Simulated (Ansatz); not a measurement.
`[CH2][Si](F)(F)F`, charge 0, multiplicity 2.

Problem. Give a relaxed structure at PBE0-D4/def2-TZVP (Ansatz 0.2.0). (An estimate is asked.)

Solution. The calculation gave: 
Z-matrix (Å, degrees):
```
Si
F 1 1.577
F 1 1.578 2 106.8
C 1 1.812 2 111.1 3 -123.2
F 1 1.577 2 108.2 3 114.5
H 4 1.084 1 122.2 2 28.0
H 4 1.084 1 122.2 2 -153.2
```
Point group Cs.
